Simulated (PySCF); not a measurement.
**$^{29}$Si chemical shifts**

Calculated, not measured (PySCF): PBE0/pcSseg-1 with gauge-including orbitals, GFN2-xTB structure. A single conformation, non-relativistic, one averaged value for each set of equivalent atoms, in vacuum.

Shieldings were converted by a linear fit to measured shifts: $^{29}$Si: δ = 279.94 − 0.822σ (rms 8.9 ppm, 72 shifts, 25.8 ppm with the 6 outliers that the fit left out vs TMS, solution or neat liquid). Occasional misses reach two or three times the rms, and more in compound classes unlike the fitted ones.

**Question.** Give the $^{29}$Si shifts of `O=CN1CCC[Si@@H]1O`, `C/C=C\[C@H]1CC[SiH2]N1`, `F[C@H]1[SiH2]CC[SiH2][SiH2]1`, `C=C(C)[C@@H]1CC[SiH2]N1`.

**Answer.** 
| compound | environment | δ (ppm) |
| --- | --- | --- |
| O=CN1CCC[Si@@H]1O | silicon bonded to C, N, O, H, in a 5-membered ring | -16.6 |
| C/C=C\[C@H]1CC[SiH2]N1 | silicon bonded to C, N, 2 H, in a 5-membered ring | -30.9 |
| [F:1][C@H:2]1[SiH2:3][CH2:4][CH2:5][SiH2:6][SiH2:7]1 | Si3: silicon bonded to 2 C, 2 H, in a 6-membered ring | -41.8 |
| [F:1][C@H:2]1[SiH2:3][CH2:4][CH2:5][SiH2:6][SiH2:7]1 | Si7: silicon bonded to C, Si, 2 H, in a 6-membered ring | -72.6 |
| [F:1][C@H:2]1[SiH2:3][CH2:4][CH2:5][SiH2:6][SiH2:7]1 | Si6: silicon bonded to C, Si, 2 H, in a 6-membered ring | -73.1 |
| C=C(C)[C@@H]1CC[SiH2]N1 | silicon bonded to C, N, 2 H, in a 5-membered ring | -30.6 |

**Question.** Match the shifts -11.9, -29.0, -61.8 ppm to `C#C[Si](C)(C)NCC`, `C=C1C[Si@@H](C)N[C@@H]1C`, `C=C/C(C)=N/[C@H](C)[SiH3]`.

**Answer.** -11.9: C=C1C[Si@@H](C)N[C@@H]1C (silicon bonded to 2 C, N, H, in a 5-membered ring); -29.0: C#C[Si](C)(C)NCC (silicon bonded to 3 C, N); -61.8: C=C/C(C)=N/[C@H](C)[SiH3] (silicon bonded to C, 3 H).
